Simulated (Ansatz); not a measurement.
Geometry optimisation, DFT PBE-D3(BJ), scalar-relativistic, plane waves, PAW (Ansatz 0.2.0).

Input file:

```yaml
accuracy: low
crystal:
  lattice:
    - [9.028715, 0.0, 0.0]
    - [0.0, 9.028715, 0.0]
    - [0.0, 0.0, 9.028715]
  atoms:
    - { symbol: C, position: [0.2023345, 0.1983981, 0.1050519] }
    - { symbol: Cl, position: [0.1166423, 0.2876226, 0.2581774] }
    - { symbol: H, position: [0.1228052, 0.1906145, 0.0148339] }
    - { symbol: H, position: [0.29779, 0.2633025, 0.0704046] }
    - { symbol: H, position: [0.2374508, 0.0881308, 0.1387081] }
    - { symbol: C, position: [0.4706926, 0.9329783, 0.8592536] }
    - { symbol: Cl, position: [0.3591402, 1.0910947, 0.8231036] }
    - { symbol: H, position: [0.4490039, 0.8497204, 0.7748586] }
    - { symbol: H, position: [0.5867066, 0.9654842, 0.8562714] }
    - { symbol: H, position: [0.4428136, 0.8895482, 0.9681635] }
    - { symbol: C, position: [0.2204128, 0.7491028, 0.8774158] }
    - { symbol: Cl, position: [0.0852219, 0.6103503, 0.9123837] }
    - { symbol: H, position: [0.1909025, 0.8487058, 0.9385155] }
    - { symbol: H, position: [0.3280498, 0.708826, 0.913704] }
    - { symbol: H, position: [0.2228125, 0.7724244, 0.7591994] }
    - { symbol: C, position: [0.5874896, 0.3888338, 0.761613] }
    - { symbol: Cl, position: [0.5038193, 0.4775048, 0.9161714] }
    - { symbol: H, position: [0.6600967, 0.4673757, 0.7060777] }
    - { symbol: H, position: [0.6511738, 0.2942272, 0.8005834] }
    - { symbol: H, position: [0.5010366, 0.3520817, 0.6861151] }
    - { symbol: C, position: [0.6931314, 0.8175002, 0.5435995] }
    - { symbol: Cl, position: [0.5020836, 0.7998841, 0.499532] }
    - { symbol: H, position: [0.7038503, 0.8468362, 0.660001] }
    - { symbol: H, position: [0.7480045, 0.7123234, 0.5223489] }
    - { symbol: H, position: [0.7413372, 0.9038338, 0.4746975] }
    - { symbol: C, position: [0.7777594, 0.3059638, 0.4730348] }
    - { symbol: Cl, position: [0.9007509, 0.2577515, 0.6189807] }
    - { symbol: H, position: [0.8010137, 0.2360857, 0.3776351] }
    - { symbol: H, position: [0.6644017, 0.2887121, 0.5101455] }
    - { symbol: H, position: [0.7946028, 0.4218111, 0.4443909] }
    - { symbol: C, position: [0.547848, 0.5518706, 0.2696856] }
    - { symbol: Cl, position: [0.5982443, 0.712333, 0.1673938] }
    - { symbol: H, position: [0.5056598, 0.4685859, 0.1934715] }
    - { symbol: H, position: [0.6452137, 0.5098406, 0.326941] }
    - { symbol: H, position: [0.462652, 0.581606, 0.3495744] }
    - { symbol: C, position: [0.0053281, 0.8935079, 0.1401956] }
    - { symbol: Cl, position: [-0.0372669, 0.7588274, 0.2773027] }
    - { symbol: H, position: [-0.0667829, 0.9888755, 0.155355] }
    - { symbol: H, position: [0.1205752, 0.9265905, 0.1523788] }
    - { symbol: H, position: [-0.0124361, 0.8452802, 0.031185] }
basis:
  ecutwfc: 420.0
kpoints:
  mp_grid: { grid: [1, 1, 1] }
hamiltonian:
  xc: pbe
  dispersion: d3bj
scf:
  occupations: { method: fermi_dirac, width: 0.02 }
  lower_state_search: "off"
relax:
  f_tol: 0.3
  max_steps: 15
  adjacent_minimum: "off"
output:
  write_density: true
  write_potential: true
  elf: true
  volumetric_format: npy
```

Command:

```bash
$ ansatz run input.yaml --threads 1 --pin off --max-ram 3072MiB --backend cpu --events-out ev --progress --plain --runs-dir out
```

Q: Where does it end, and by what steps?

A: The run converged. The threshold is loose, so the end isn't yet a minimum. The force dipped under the threshold on the way, but the program's further checks kept it going. Limits of this set-up: coarse k mesh, low accuracy level. After 2 steps the energy has fallen by 0.587 eV; Cl22 moved furthest, 0.27 Å.

| step | energy less start (eV) | largest force component (eV/Å) | accepted |
| --- | --- | --- | --- |
| 0 | 0.0000 | 0.469 | yes |
| 1 | -0.3092 | 0.154 | yes |
| 2 | -0.5866 | 0.205 | yes |

```xyz
40
Lattice="9.0287 0.0000 0.0000 0.0000 9.0287 0.0000 0.0000 0.0000 9.0287" Properties=species:S:1:pos:R:3
C 1.879 1.937 0.967
Cl 1.084 2.660 2.396
H 1.134 1.803 0.175
H 2.682 2.592 0.620
H 2.296 0.966 1.259
C 4.377 8.515 7.803
Cl 3.274 9.835 7.304
H 4.274 7.719 7.056
H 5.404 8.889 7.822
H 4.089 8.160 8.796
C 1.889 6.635 7.814
Cl 0.615 5.421 8.092
H 1.650 7.557 8.352
H 2.829 6.222 8.182
H 1.959 6.856 6.745
C 5.284 3.525 6.805
Cl 4.463 4.260 8.197
H 5.950 4.278 6.372
H 5.866 2.671 7.159
H 4.518 3.204 6.096
C 6.238 7.402 4.934
Cl 4.456 7.402 4.695
H 6.420 7.644 5.987
H 6.657 6.418 4.689
H 6.682 8.155 4.278
C 7.138 2.656 4.237
Cl 8.248 2.138 5.535
H 7.352 2.072 3.337
H 6.103 2.500 4.556
H 7.319 3.718 4.040
C 4.891 5.004 2.414
Cl 5.271 6.502 1.522
H 4.577 4.236 1.703
H 5.800 4.687 2.932
H 4.102 5.222 3.136
C -0.049 8.009 1.399
Cl -0.256 6.783 2.680
H -0.677 8.882 1.603
H 1.006 8.295 1.414
H -0.307 7.555 0.434
```

Whether the end is a true minimum wasn't checked by a vibrational analysis.

The run took 22 s on 1 thread of Arm Neoverse V1, on a shared host, peak memory 0.6 GiB.
